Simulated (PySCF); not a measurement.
# [C6H8N2]-: g tensor and hyperfine couplings

Compound: C6H8N2 (charge -1 and doublet state).
Numbering: `[CH3:1][C:2]1=[N:3][CH:4]=[CH:5][N:6][C-:7]1[CH3:8]` (hydrogens: H9, H10, H11 on C1; H12 on C4; H13 on C5; H14, H15, H16 on C8)

Structure used (GFN2-xTB), in Å, numbered top down from 1:
```xyz
16
C6H8N2 angstrom
C     -1.2002    1.5392    0.4320
C     -0.0020    0.6442    0.2389
N      1.2037    1.2080    0.5939
C      2.2533    0.3491    0.3999
C      2.1263   -0.9106   -0.0857
N      0.9329   -1.4796   -0.4434
C     -0.1296   -0.6240   -0.2514
C     -1.4741   -1.1947   -0.6260
H     -0.8676    2.4956    0.8313
H     -1.7222    1.7141   -0.5132
H     -1.9177    1.0966    1.1288
H      3.2307    0.7521    0.6689
H      2.9979   -1.5531   -0.2195
H     -1.9531   -0.6005   -1.4095
H     -1.3359   -2.2111   -0.9904
H     -2.1498   -1.2163    0.2340
```

Computed, not measured: UKS B3LYP, pcH-1 on C H N, non-relativistic, mean-field spin-orbit, GIAO in PySCF 2.14.0. Whether the extra electron is bound in the gas phase wasn't checked; a finite basis holds it in any case. A GFN2-xTB geometry isn't a minimum of the functional, and hyperfine couplings can be far from their values at a DFT geometry, by a factor of two or more for some ions and for spin on atoms past the first row. The SCF solution wasn't tested for stability.

| Property | Result |
| --- | --- |
| g1, g2, g3 | 2.00208, 2.00395, 2.00448 |
| g_iso | 2.00350 |
| Form of g | rhombic: the two nearest values differ by 22 % of g3 − g1 |
| ⟨S²⟩ | 0.7600 (exact 0.7500) |
| α and β electrons | 30, 29 |
| Total energy | -342.96204 Eh |
| Basis functions | 280 |

Isotropic coupling and dipolar principal values T1 to T3, in MHz:

```tsv
atom	isotope	a_iso	T1	T2	T3	Mulliken spin population
C1	13C	-5.9	-0.6	-0.4	1.0	-0.01
C2	13C	-9.4	-7.4	-4.7	12.1	0.06
N3	14N	18.3	-21.1	-21.0	42.0	0.41
C4	13C	-10.6	-5.8	-3.1	8.9	0.05
C5	13C	-10.6	-5.8	-3.0	8.8	0.05
N6	14N	18.3	-21.1	-21.0	42.0	0.41
C7	13C	-9.3	-7.4	-4.7	12.1	0.06
C8	13C	-5.9	-0.6	-0.4	1.0	-0.01
H9	1H	-0.6	-2.3	-2.1	4.3	0.00
H10	1H	4.9	-2.0	-1.4	3.3	0.00
H11	1H	4.9	-2.0	-1.4	3.3	0.00
H12	1H	-6.5	-3.1	-3.0	6.1	0.00
H13	1H	-6.4	-3.1	-3.0	6.1	0.00
H14	1H	4.8	-2.0	-1.4	3.3	0.00
H15	1H	-0.6	-2.3	-2.1	4.4	0.00
H16	1H	4.9	-2.0	-1.4	3.3	0.00
```

Largest spin populations (Mulliken): N3 (+0.41) and N6 (+0.41).

The SMILES `CC1=NC=C[N][C-]1C` draws the unpaired electron on N6, whose computed spin population is only +0.41.

Under fast tumbling the dipolar parts average out, and these isotropic splittings remain: 2 × 14N (N3/N6, I = 1, 5 lines) with 0.65 mT, 2 × 1H (H12/H13, I = 1/2, 3 lines) with 0.23 mT and 6 × 1H (H9 (×6), I = 1/2, 7 lines) with 0.11 mT.

Nuclei that the bonding pattern makes equivalent are averaged, as if the motion that swaps them (rotation, inversion, ring flip) were fast. The six 1H nuclei of mean +3.0 MHz run from -0.6 to 4.9 MHz in the frozen geometry.

The 13C coupling of C4/C5 (mean -10.6 MHz) shows only in satellite lines or after enrichment, since that isotope makes up about 1.07 % of natural carbon.
